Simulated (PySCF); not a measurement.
Correlation energy of Ca (calcium, neutral)

[Ar] 3d2, high-spin 3F determinant (an excited configuration). All numbers are calculated (PySCF 2.14, no relativity, point nucleus, in dyall-av2z (17s13p4d, 76 functions)). Frozen: [Ar]; 2 electrons correlated; the 20 highest virtual orbitals of each spin left out.

With two correlated electrons CCSD is exact within the correlated space (frozen core and kept virtual orbitals).

| level | correlation energy (mhartree) |
| --- | --- |
| CCSD | -5.55 |

Diagnostics: T1 = 0.0081, D1 = 0.0115, largest double amplitude 0.146.

Problem. Is a single reference adequate?

Solution. Mostly. T1 lies below 0.03, but a double amplitude of this size points to a near-degeneracy that CCSD handles and MP2 describes poorly.
